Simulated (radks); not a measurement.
Results of a calculation; reference values are marked as such.
Question: Valence configurations of Pb. Code: a radial shooting solver on a logarithmic mesh with Libxc functionals. Model: non-relativistic Kohn-Sham, BLYP, spin-unpolarised, spherical densities, point nucleus; relativity is left out, which matters for an element this heavy. Order these by energy: [Xe] 4f13 5d10 6s2 6p3; [Xe] 4f14 5d8 6s2 6p4; [Xe] 4f14 5d9 6s2 6p3; [Xe] 4f14 5d10 6s1.5 6p2.5; [Xe] 4f14 5d8 6s1.5 6p4.5; [Xe] 4f14 5d8 6s0.5 6p5.5; [Xe] 4f14 5d10 6s1 6p3; [Xe] 4f13.5 5d9.5 6s1.5 6p3.5; [Xe] 4f14 5d9 6s1.5 6p3.5; [Hg] 6p2.

Answer: From the lowest, in eV above it: [Hg] 6p2 0.000; [Xe] 4f14 5d10 6s1.5 6p2.5 2.926; [Xe] 4f14 5d10 6s1 6p3 5.902; [Xe] 4f14 5d9 6s2 6p3 22.510; [Xe] 4f14 5d9 6s1.5 6p3.5 25.765; [Xe] 4f14 5d8 6s2 6p4 48.718; [Xe] 4f14 5d8 6s1.5 6p4.5 52.273; [Xe] 4f14 5d8 6s0.5 6p5.5 59.488; [Xe] 4f13.5 5d9.5 6s1.5 6p3.5 91.808; [Xe] 4f13 5d10 6s2 6p3 157.64. NIST lists [Hg] 6p2 as the ground configuration; this level of theory agrees among the configurations tried. The energies are those of spherical spin-averaged densities, not of single terms. Relativity is left out, which favours d and f over s occupation in heavy atoms.
